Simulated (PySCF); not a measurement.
Electron correlation in W (tungsten, neutral)

[Xe] 4f14 5d4 6s2, high-spin 5D determinant. Computed with PySCF 2.14 in x2c-TZVPPall with one added diffuse shell each of s, p, d, f type (12s8p8d4f1g, 113 functions), with the spin-free X2C one-electron Hamiltonian (Gaussian nucleus). Frozen: [Xe] 4f14; 6 electrons correlated.

| level | correlation energy (mhartree) |
| --- | --- |
| CCSD | -105.78 |
| (T) | -5.90 |
| CCSD(T) | -111.68 |

Diagnostics: T1 = 0.028, D1 = 0.0901, largest double amplitude 0.060.

Question: Is a single reference adequate?

Answer: Yes, within this model without spin-orbit coupling: T1 lies below 0.03 and no double amplitude reaches 0.07.
